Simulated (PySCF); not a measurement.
**SrGa: one state, many levels of theory**

State: ²Π (doublet), unpaired electrons π ↑. Set-up: Sr def2-SVP with ECP28, Ga def2-SVP; scalar-relativistic core potentials (PySCF 2.14). De refers to Sr + Ga in their high-spin ground configurations, without counterpoise correction. The functionals are run spin-unrestricted. A positive dipole means Sr(−)Ga(+). Levels whose curve was spin-contaminated or gave no clean fit are not listed.

```
       Level  Re (Å)  ωe (cm⁻¹)  De (eV)  μ (D)
    ROHF-MP2   3.339        101    0.377    n/a
ROHF-SCS-MP2   3.389       91.8    0.290    n/a
         PBE   3.276        116     0.75  -2.57
      PBEsol   3.232        121     0.85  -2.62
        BLYP   3.327        107     0.56  -2.36
        MN15   3.372       95.7     0.55  -2.01
```

Correlated steps freeze 9 core orbitals. Correlated levels converge slowly with the basis: in double zeta they bind strong bonds too weakly, by up to about 1 eV, and carry superposition errors of some tenths. Spin–orbit coupling is left out. The state is the lowest determinant that a PBE0 search found; another state may lie lower at other levels.

The whole job (state search and all levels along the bond) took about 2.8 min on 1 thread of Arm Neoverse V1 (shared host), peak memory 0.73 GiB.
